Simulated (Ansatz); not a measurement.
`O[SiH2]O[SiH](O)O` + `[OH][AlH2]` → `O[SiH](O)[O][AlH2]` + `O[SiH2]O`  (ligand exchange at the Si–O bond)

Program: Ansatz. Geometries: PBE0-D4/def2-TZVP. ΔE: electronic, gas phase. CCSD(T)/CBS adds triple-zeta CCSD(T) − MP2 to the extrapolated MP2 energy (def2 sets, frozen cores). This one scheme is used for every species. DFT in def2-TZVPP. B3LYP here is the variant with VWN-RPA as its local correlation; programs differ in this. One conformer a species, not always the lowest.

Is it downhill or uphill in electronic energy at CCSD(T)/CBS, and by how much? (An estimate is asked.)

Computed: Nearly level: ΔE = -1.5 kJ/mol.

What do these levels give: PBE-D4, r2SCAN-D4, PBE0-D4, B2PLYP, B3LYP, MP2/def2-TZVPP, CCSD/def2-TZVPP, CCSD(T)/def2-TZVPP, HF/def2-QZVPP, MP2/def2-QZVPP, HF/CBS(def2), MP2/CBS(def2)? (An estimate is asked.)

The calculation gave: PBE-D4 -0.6, r2SCAN-D4 -1.0, PBE0-D4 -1.4, B2PLYP -4.1, B3LYP -5.6, MP2/def2-TZVPP -2.4, CCSD/def2-TZVPP -3.6, CCSD(T)/def2-TZVPP -2.4, HF/def2-QZVPP -9.7, MP2/def2-QZVPP -2.0, HF/CBS(def2) -9.8, MP2/CBS(def2) -1.5 kJ/mol.

Largest T1 diagnostic among the species: 0.012.

The D4 term adds +5.1 kJ/mol with B3LYP and +2.8 kJ/mol with PBE0; it sums over pairs of atoms, weighted by their polarisabilities, and B3LYP, whose exchange is more repulsive, gets the larger term. In def2-TZVPP, CCSD(T) changes the Hartree–Fock value by +7.2 kJ/mol (the triples alone add +1.2 kJ/mol) and MP2 by +7.2 kJ/mol.
